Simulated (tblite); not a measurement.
A geometry optimisation, step by step.

Compound: C14H10O.
Numbering: `[OH:1][c:2]1[c:3]2[cH:4][cH:5][cH:6][cH:7][c:8]2[cH:9][c:10]2[cH:11][cH:12][cH:13][cH:14][c:15]12` (hydrogens: H16 on O1; H17 on C4; H18 on C5; H19 on C6; H20 on C7; H21 on C9; H22 on C11; H23 on C12; H24 on C13; H25 on C14)

Computed with GFN2-xTB (tblite), gas phase: L-BFGS steps from a force-field or distance-geometry start until the largest atomic force falls under 0.01 eV/Å. 7 of its 72 geometries are shown.

Step 0: E = -1064.6677 eV, largest atomic force 1.718 eV/Å
```
atom  x, y, z in Å  |  force x, y, z in eV/Å
O1     -0.012    2.654    0.151   -0.799  -0.071   0.620
C2     -0.019    1.286    0.041    0.486   0.008   0.178
C3      1.253    0.634    0.106   -0.898   1.218  -0.176
C4      2.463    1.345    0.203    1.389  -0.317   0.237
C5      3.685    0.664    0.275   -1.224   1.193  -0.175
C6      3.708   -0.724    0.215   -0.592  -0.985  -0.021
C7      2.519   -1.433    0.108    1.494   0.013   0.179
C8      1.288   -0.767    0.058   -0.928  -1.396  -0.203
C9      0.085   -1.494   -0.049   -0.336   0.668   0.038
C10    -1.170   -0.847   -0.117    1.119  -0.908  -0.020
C11    -2.350   -1.600   -0.241   -1.473   0.315  -0.073
C12    -3.594   -0.978   -0.332    1.337  -0.618   0.159
C13    -3.674    0.412   -0.311    1.252   1.016  -0.007
C14    -2.500    1.172   -0.205   -1.613  -0.069  -0.004
C15    -1.234    0.574   -0.083    0.532   0.149  -0.007
H16    -0.832    2.912    0.636    0.681  -0.051  -0.658
H17     2.464    2.429    0.252   -0.145  -0.212  -0.054
H18     4.610    1.223    0.349   -0.158  -0.060   0.019
H19     4.660   -1.249    0.267   -0.276   0.097  -0.035
H20     2.566   -2.521    0.081   -0.179   0.294  -0.043
H21     0.114   -2.572   -0.079    0.033   0.005   0.014
H22    -2.307   -2.683   -0.262    0.125   0.151   0.000
H23    -4.487   -1.565   -0.415   -0.194  -0.159  -0.034
H24    -4.641    0.895   -0.413    0.255   0.002   0.055
H25    -2.605    2.259   -0.224    0.111  -0.282   0.011
```

Step 12: E = -1064.9227 eV, largest atomic force 0.169 eV/Å
```
atom  x, y, z in Å  |  force x, y, z in eV/Å
O1      0.006    2.639    0.263   -0.127  -0.112   0.005
C2     -0.013    1.286    0.090    0.043  -0.088   0.026
C3      1.229    0.627    0.102   -0.058  -0.013   0.013
C4      2.446    1.344    0.206   -0.051  -0.021   0.048
C5      3.635    0.684    0.264   -0.029   0.034  -0.035
C6      3.676   -0.723    0.213   -0.021  -0.061  -0.001
C7      2.529   -1.446    0.099   -0.021   0.027   0.052
C8      1.270   -0.798    0.038   -0.058  -0.020  -0.031
C9      0.083   -1.519   -0.059    0.000   0.047   0.041
C10    -1.146   -0.873   -0.126    0.084   0.043  -0.016
C11    -2.352   -1.608   -0.244   -0.006   0.067   0.034
C12    -3.553   -0.973   -0.326    0.018  -0.035   0.010
C13    -3.615    0.435   -0.308    0.050   0.022  -0.033
C14    -2.479    1.176   -0.184    0.007   0.004   0.045
C15    -1.207    0.558   -0.071    0.070   0.008   0.034
H16    -0.883    2.955    0.471    0.047  -0.011  -0.120
H17     2.390    2.421    0.245    0.050  -0.016   0.005
H18     4.557    1.238    0.349    0.066   0.009   0.002
H19     4.629   -1.226    0.268    0.080  -0.009  -0.001
H20     2.539   -2.528    0.070    0.073   0.077  -0.034
H21     0.116   -2.599   -0.073    0.002   0.022  -0.023
H22    -2.281   -2.687   -0.260   -0.066   0.052  -0.029
H23    -4.466   -1.541   -0.413   -0.067  -0.014  -0.012
H24    -4.571    0.926   -0.406   -0.041  -0.008   0.010
H25    -2.548    2.257   -0.197   -0.045  -0.007   0.010
```

Step 24: E = -1064.9402 eV, largest atomic force 0.048 eV/Å
```
atom  x, y, z in Å  |  force x, y, z in eV/Å
O1     -0.001    2.622    0.280    0.005   0.000  -0.038
C2     -0.012    1.272    0.120   -0.013  -0.010  -0.030
C3      1.230    0.615    0.133    0.014   0.014   0.026
C4      2.444    1.339    0.230    0.029  -0.006   0.001
C5      3.640    0.690    0.267    0.008  -0.023   0.008
C6      3.687   -0.719    0.214    0.010   0.002  -0.022
C7      2.540   -1.446    0.101   -0.002   0.014   0.009
C8      1.273   -0.809    0.052    0.014   0.020   0.012
C9      0.084   -1.525   -0.054    0.003   0.006  -0.007
C10    -1.146   -0.877   -0.118   -0.020  -0.008   0.007
C11    -2.360   -1.603   -0.244   -0.014   0.021   0.004
C12    -3.559   -0.965   -0.327   -0.005  -0.002  -0.017
C13    -3.616    0.444   -0.302   -0.007  -0.023   0.006
C14    -2.477    1.177   -0.160   -0.022  -0.015  -0.007
C15    -1.206    0.552   -0.048   -0.039  -0.007   0.010
H16    -0.907    2.953    0.316    0.023   0.011  -0.020
H17     2.396    2.417    0.264   -0.028  -0.014   0.024
H18     4.564    1.246    0.337   -0.023  -0.012   0.006
H19     4.646   -1.215    0.258   -0.017   0.002  -0.013
H20     2.577   -2.525    0.046   -0.026   0.021   0.004
H21     0.114   -2.604   -0.092    0.003  -0.003  -0.002
H22    -2.311   -2.683   -0.278    0.023   0.042  -0.001
H23    -4.478   -1.526   -0.422    0.020   0.002  -0.005
H24    -4.573    0.938   -0.402    0.033  -0.023   0.018
H25    -2.561    2.257   -0.164    0.029  -0.009   0.025
```

Step 36: E = -1064.9470 eV, largest atomic force 0.037 eV/Å
```
atom  x, y, z in Å  |  force x, y, z in eV/Å
O1      0.010    2.631    0.206    0.000  -0.016   0.010
C2     -0.012    1.274    0.115   -0.007  -0.005  -0.019
C3      1.228    0.615    0.159   -0.014   0.001  -0.014
C4      2.443    1.336    0.265   -0.016   0.002  -0.002
C5      3.639    0.687    0.278   -0.008   0.006   0.012
C6      3.685   -0.720    0.202    0.003  -0.005  -0.012
C7      2.536   -1.444    0.107    0.004  -0.008  -0.018
C8      1.270   -0.808    0.074    0.001   0.002   0.009
C9      0.083   -1.526   -0.044    0.001   0.019  -0.021
C10    -1.146   -0.878   -0.105    0.003   0.002   0.009
C11    -2.358   -1.603   -0.248    0.002   0.000  -0.008
C12    -3.558   -0.968   -0.336   -0.003   0.002  -0.005
C13    -3.619    0.439   -0.287    0.012   0.005   0.020
C14    -2.482    1.172   -0.134    0.016   0.003   0.002
C15    -1.209    0.552   -0.033    0.008  -0.008  -0.014
H16    -0.889    2.977    0.184   -0.006   0.009  -0.007
H17     2.388    2.412    0.326    0.009   0.004  -0.003
H18     4.562    1.243    0.345    0.009   0.000   0.016
H19     4.644   -1.216    0.215    0.014  -0.010   0.007
H20     2.567   -2.522    0.042    0.004  -0.018   0.010
H21     0.119   -2.604   -0.109   -0.015   0.028   0.018
H22    -2.302   -2.681   -0.292    0.007   0.002   0.001
H23    -4.472   -1.531   -0.449   -0.007  -0.007  -0.002
H24    -4.577    0.932   -0.370    0.004  -0.006   0.007
H25    -2.562    2.253   -0.101   -0.021  -0.004   0.005
```

Step 47: E = -1064.9480 eV, largest atomic force 0.017 eV/Å
```
atom  x, y, z in Å  |  force x, y, z in eV/Å
O1      0.012    2.633    0.197   -0.011  -0.005  -0.005
C2     -0.012    1.277    0.104    0.010  -0.006  -0.006
C3      1.228    0.618    0.149    0.010  -0.013  -0.002
C4      2.444    1.335    0.265   -0.002   0.006  -0.003
C5      3.640    0.684    0.284   -0.003   0.002   0.007
C6      3.686   -0.723    0.200    0.000   0.008   0.004
C7      2.536   -1.445    0.103    0.003   0.001  -0.004
C8      1.271   -0.806    0.069   -0.001  -0.011   0.006
C9      0.083   -1.521   -0.047   -0.004  -0.001  -0.005
C10    -1.146   -0.874   -0.110   -0.002   0.006   0.003
C11    -2.356   -1.602   -0.252    0.006  -0.002  -0.005
C12    -3.557   -0.970   -0.337    0.004   0.001  -0.003
C13    -3.620    0.436   -0.278   -0.002   0.002   0.007
C14    -2.485    1.173   -0.129    0.004   0.002   0.001
C15    -1.209    0.555   -0.039    0.006   0.003   0.000
H16    -0.887    2.982    0.160    0.000   0.004  -0.001
H17     2.393    2.411    0.333    0.003   0.007  -0.006
H18     4.563    1.239    0.365   -0.006  -0.005   0.001
H19     4.646   -1.219    0.214   -0.010  -0.005   0.010
H20     2.566   -2.524    0.045   -0.005   0.005  -0.007
H21     0.113   -2.600   -0.099    0.009   0.004  -0.004
H22    -2.295   -2.680   -0.297   -0.007  -0.004  -0.004
H23    -4.471   -1.534   -0.454    0.004  -0.001   0.007
H24    -4.579    0.927   -0.352   -0.008   0.000   0.005
H25    -2.573    2.252   -0.086    0.004   0.001   0.001
```

Step 59: E = -1064.9488 eV, largest atomic force 0.019 eV/Å
```
atom  x, y, z in Å  |  force x, y, z in eV/Å
O1      0.011    2.635    0.177    0.010  -0.007  -0.001
C2     -0.011    1.279    0.092    0.006  -0.009  -0.011
C3      1.229    0.619    0.141    0.010  -0.003  -0.004
C4      2.445    1.337    0.262    0.005  -0.003   0.001
C5      3.639    0.683    0.298   -0.002   0.002  -0.002
C6      3.684   -0.724    0.214    0.000   0.006   0.000
C7      2.535   -1.445    0.100    0.011   0.005   0.005
C8      1.271   -0.804    0.061    0.011  -0.006  -0.001
C9      0.084   -1.520   -0.057    0.004   0.000  -0.002
C10    -1.145   -0.874   -0.118   -0.001  -0.004  -0.003
C11    -2.355   -1.602   -0.260   -0.010   0.003   0.002
C12    -3.557   -0.971   -0.331   -0.003   0.002  -0.007
C13    -3.621    0.436   -0.261   -0.007  -0.001   0.000
C14    -2.484    1.173   -0.122   -0.011  -0.003   0.007
C15    -1.208    0.555   -0.046   -0.005   0.002   0.003
H16    -0.888    2.982    0.131   -0.007   0.008   0.002
H17     2.395    2.413    0.320    0.003  -0.005   0.004
H18     4.562    1.236    0.389   -0.005  -0.005  -0.001
H19     4.643   -1.223    0.240   -0.009   0.008   0.003
H20     2.563   -2.524    0.032   -0.002   0.010   0.009
H21     0.118   -2.599   -0.106   -0.007  -0.009  -0.015
H22    -2.295   -2.680   -0.314    0.008   0.003   0.002
H23    -4.471   -1.535   -0.444    0.002   0.005   0.008
H24    -4.582    0.925   -0.320    0.001   0.002   0.002
H25    -2.573    2.252   -0.071   -0.002  -0.002  -0.003
```

Step 71: E = -1064.9494 eV, largest atomic force 0.007 eV/Å
```
atom  x, y, z in Å  |  force x, y, z in eV/Å
O1      0.014    2.635    0.155    0.006  -0.002   0.000
C2     -0.010    1.278    0.076    0.000   0.002  -0.002
C3      1.230    0.618    0.128   -0.002  -0.001   0.004
C4      2.444    1.337    0.257   -0.001  -0.003   0.004
C5      3.638    0.684    0.308    0.002   0.000   0.003
C6      3.684   -0.723    0.229   -0.001   0.000   0.003
C7      2.537   -1.445    0.103   -0.002   0.000  -0.002
C8      1.272   -0.806    0.049    0.000   0.003  -0.003
C9      0.085   -1.520   -0.078    0.004  -0.001  -0.005
C10    -1.145   -0.874   -0.131    0.004   0.000  -0.006
C11    -2.355   -1.601   -0.266    0.003   0.000   0.003
C12    -3.559   -0.970   -0.321   -0.001  -0.001   0.000
C13    -3.623    0.435   -0.243    0.001   0.001   0.002
C14    -2.485    1.172   -0.114    0.003   0.003   0.000
C15    -1.208    0.555   -0.053    0.003  -0.001  -0.002
H16    -0.883    2.984    0.108   -0.007   0.001   0.001
H17     2.393    2.413    0.316    0.000  -0.006   0.000
H18     4.560    1.236    0.410    0.003   0.004  -0.004
H19     4.642   -1.222    0.271   -0.001   0.000  -0.002
H20     2.567   -2.524    0.041   -0.005  -0.001   0.003
H21     0.117   -2.599   -0.139    0.006   0.002   0.003
H22    -2.294   -2.679   -0.325   -0.003  -0.001   0.000
H23    -4.473   -1.535   -0.425   -0.005  -0.003   0.001
H24    -4.585    0.925   -0.288   -0.003  -0.001  -0.001
H25    -2.573    2.250   -0.057   -0.004   0.005   0.001
```

Problem. Summarise the path.

Solution. The energy falls by 6.50 kcal/mol from step 0 to step 71; nine tenths of that is first reached at step 12. It falls at every step. The largest force goes from 1.718 to 0.007 eV/Å. Among the bonds C13–C14 changes most, from 1.402 to 1.362 Å; the atoms move by 0.127 Å rms after alignment.

Problem. Follow the three bonds and two angles with the largest change from start to end.

Solution. 
```json
{"step": "0", "E above end (kcal/mol)": "6.50", "largest force (eV/Å)": "1.718", "C13–C14 (Å)": "1.402", "C4–C5 (Å)": "1.401", "C11–C12 (Å)": "1.394", "C2–O1–H16 (°)": "107.2", "C8–C7–H20 (°)": "120.8"}
{"step": "3", "E above end (kcal/mol)": "2.19", "largest force (eV/Å)": "0.251", "C13–C14 (Å)": "1.368", "C4–C5 (Å)": "1.366", "C11–C12 (Å)": "1.363", "C2–O1–H16 (°)": "108.5", "C8–C7–H20 (°)": "118.5"}
{"step": "6", "E above end (kcal/mol)": "1.24", "largest force (eV/Å)": "0.194", "C13–C14 (Å)": "1.360", "C4–C5 (Å)": "1.360", "C11–C12 (Å)": "1.357", "C2–O1–H16 (°)": "110.2", "C8–C7–H20 (°)": "118.0"}
{"step": "9", "E above end (kcal/mol)": "0.82", "largest force (eV/Å)": "0.156", "C13–C14 (Å)": "1.362", "C4–C5 (Å)": "1.361", "C11–C12 (Å)": "1.359", "C2–O1–H16 (°)": "110.6", "C8–C7–H20 (°)": "118.2"}
{"step": "12", "E above end (kcal/mol)": "0.62", "largest force (eV/Å)": "0.169", "C13–C14 (Å)": "1.362", "C4–C5 (Å)": "1.362", "C11–C12 (Å)": "1.361", "C2–O1–H16 (°)": "109.8", "C8–C7–H20 (°)": "117.7"}
{"step": "15", "E above end (kcal/mol)": "0.43", "largest force (eV/Å)": "0.098", "C13–C14 (Å)": "1.362", "C4–C5 (Å)": "1.362", "C11–C12 (Å)": "1.360", "C2–O1–H16 (°)": "110.2", "C8–C7–H20 (°)": "117.5"}
{"step": "19", "E above end (kcal/mol)": "0.28", "largest force (eV/Å)": "0.084", "C13–C14 (Å)": "1.362", "C4–C5 (Å)": "1.361", "C11–C12 (Å)": "1.360", "C2–O1–H16 (°)": "109.8", "C8–C7–H20 (°)": "118.2"}
{"step": "22", "E above end (kcal/mol)": "0.23", "largest force (eV/Å)": "0.055", "C13–C14 (Å)": "1.361", "C4–C5 (Å)": "1.361", "C11–C12 (Å)": "1.360", "C2–O1–H16 (°)": "109.5", "C8–C7–H20 (°)": "118.4"}
{"step": "25", "E above end (kcal/mol)": "0.20", "largest force (eV/Å)": "0.057", "C13–C14 (Å)": "1.362", "C4–C5 (Å)": "1.362", "C11–C12 (Å)": "1.361", "C2–O1–H16 (°)": "109.9", "C8–C7–H20 (°)": "118.5"}
{"step": "28", "E above end (kcal/mol)": "0.14", "largest force (eV/Å)": "0.070", "C13–C14 (Å)": "1.361", "C4–C5 (Å)": "1.362", "C11–C12 (Å)": "1.360", "C2–O1–H16 (°)": "110.4", "C8–C7–H20 (°)": "118.4"}
{"step": "31", "E above end (kcal/mol)": "0.09", "largest force (eV/Å)": "0.041", "C13–C14 (Å)": "1.361", "C4–C5 (Å)": "1.362", "C11–C12 (Å)": "1.360", "C2–O1–H16 (°)": "110.2", "C8–C7–H20 (°)": "118.1"}
{"step": "34", "E above end (kcal/mol)": "0.07", "largest force (eV/Å)": "0.034", "C13–C14 (Å)": "1.362", "C4–C5 (Å)": "1.362", "C11–C12 (Å)": "1.361", "C2–O1–H16 (°)": "110.0", "C8–C7–H20 (°)": "118.1"}
{"step": "37", "E above end (kcal/mol)": "0.05", "largest force (eV/Å)": "0.037", "C13–C14 (Å)": "1.362", "C4–C5 (Å)": "1.361", "C11–C12 (Å)": "1.360", "C2–O1–H16 (°)": "110.0", "C8–C7–H20 (°)": "118.2"}
{"step": "40", "E above end (kcal/mol)": "0.04", "largest force (eV/Å)": "0.017", "C13–C14 (Å)": "1.362", "C4–C5 (Å)": "1.362", "C11–C12 (Å)": "1.360", "C2–O1–H16 (°)": "110.1", "C8–C7–H20 (°)": "118.3"}
{"step": "43", "E above end (kcal/mol)": "0.04", "largest force (eV/Å)": "0.016", "C13–C14 (Å)": "1.362", "C4–C5 (Å)": "1.362", "C11–C12 (Å)": "1.360", "C2–O1–H16 (°)": "110.0", "C8–C7–H20 (°)": "118.2"}
{"step": "46", "E above end (kcal/mol)": "0.03", "largest force (eV/Å)": "0.013", "C13–C14 (Å)": "1.362", "C4–C5 (Å)": "1.362", "C11–C12 (Å)": "1.360", "C2–O1–H16 (°)": "110.0", "C8–C7–H20 (°)": "118.2"}
{"step": "49", "E above end (kcal/mol)": "0.03", "largest force (eV/Å)": "0.021", "C13–C14 (Å)": "1.362", "C4–C5 (Å)": "1.362", "C11–C12 (Å)": "1.360", "C2–O1–H16 (°)": "110.1", "C8–C7–H20 (°)": "118.2"}
{"step": "52", "E above end (kcal/mol)": "0.02", "largest force (eV/Å)": "0.022", "C13–C14 (Å)": "1.362", "C4–C5 (Å)": "1.362", "C11–C12 (Å)": "1.360", "C2–O1–H16 (°)": "110.2", "C8–C7–H20 (°)": "118.1"}
{"step": "56", "E above end (kcal/mol)": "0.02", "largest force (eV/Å)": "0.015", "C13–C14 (Å)": "1.362", "C4–C5 (Å)": "1.362", "C11–C12 (Å)": "1.360", "C2–O1–H16 (°)": "110.0", "C8–C7–H20 (°)": "118.2"}
{"step": "59", "E above end (kcal/mol)": "0.01", "largest force (eV/Å)": "0.019", "C13–C14 (Å)": "1.362", "C4–C5 (Å)": "1.362", "C11–C12 (Å)": "1.360", "C2–O1–H16 (°)": "110.0", "C8–C7–H20 (°)": "118.2"}
{"step": "62", "E above end (kcal/mol)": "0.01", "largest force (eV/Å)": "0.031", "C13–C14 (Å)": "1.362", "C4–C5 (Å)": "1.362", "C11–C12 (Å)": "1.360", "C2–O1–H16 (°)": "110.0", "C8–C7–H20 (°)": "118.1"}
{"step": "65", "E above end (kcal/mol)": "0.00", "largest force (eV/Å)": "0.011", "C13–C14 (Å)": "1.362", "C4–C5 (Å)": "1.362", "C11–C12 (Å)": "1.360", "C2–O1–H16 (°)": "110.0", "C8–C7–H20 (°)": "118.1"}
{"step": "68", "E above end (kcal/mol)": "0.00", "largest force (eV/Å)": "0.015", "C13–C14 (Å)": "1.362", "C4–C5 (Å)": "1.362", "C11–C12 (Å)": "1.360", "C2–O1–H16 (°)": "110.0", "C8–C7–H20 (°)": "118.2"}
{"step": "71", "E above end (kcal/mol)": "0.00", "largest force (eV/Å)": "0.007", "C13–C14 (Å)": "1.362", "C4–C5 (Å)": "1.362", "C11–C12 (Å)": "1.360", "C2–O1–H16 (°)": "110.0", "C8–C7–H20 (°)": "118.2"}
```

What follows is the cost of the whole relaxation. Hardware: Arm Neoverse V2, one thread, on a shared host. Cost: 0.72 s of wall time.
